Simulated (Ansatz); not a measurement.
Isolated molecules relaxed with PBE0-D4/def2-TZVP in Ansatz; ΔE leaves out vibrations. CBS: MP2 limit from def2 TZ/QZ plus the TZ coupled-cluster correction, frozen cores. This one scheme is used for every species. DFT in def2-TZVPP. One conformer a species, not always the lowest.

Consider the silylene formation by 1,1-elimination: `O[Si](O)(Cl)Cl` → Cl₂ + `O[Si]O`.

```json
{"level": "r2SCANh", "ΔE (kcal/mol)": "128.3"}
{"level": "CCSD/CBS(def2)", "ΔE (kcal/mol)": "123.5"}
```

Task: What does CCSD(T)/CBS give? (An estimate is asked.)

Result: Ansatz gave: +123.0 kcal/mol. The listed levels differ from it by 5.3, 0.5 kcal/mol.

Task: What do rigid-rotor, harmonic-oscillator terms from PBE0-D4/def2-TZVP frequencies (298.15 K, 1 bar) make of the CCSD(T)/CBS value? (Best estimate.)

Result: Ansatz gave: ΔZPE = -1.8 kcal/mol, ΔH = +121.5 kcal/mol, ΔS = 144 J/(mol·K), ΔG = +111.3 kcal/mol.

Largest T1 diagnostic among the species: 0.015.

The D4 term adds +4.5 kcal/mol with B3LYP and +2.4 kcal/mol with PBE0; it sums over pairs of atoms, weighted by their polarisabilities, and B3LYP, whose exchange is more repulsive, gets the larger term. From BLYP to BHLYP (50 % exact exchange), in def2-TZVPP and without D4, ΔE moves by +17.6 kcal/mol. Leaving LDA and LC-ωPBE aside and taking each functional with its dispersion term where it has one, the values, not all of them listed here, spread over 19.7 kcal/mol, from BLYP-D4 to r2SCAN0-D4. LDA lies +9.3 kcal/mol from PBE without D4.

B3LYP here is the variant with VWN-RPA as its local correlation; programs differ in this.
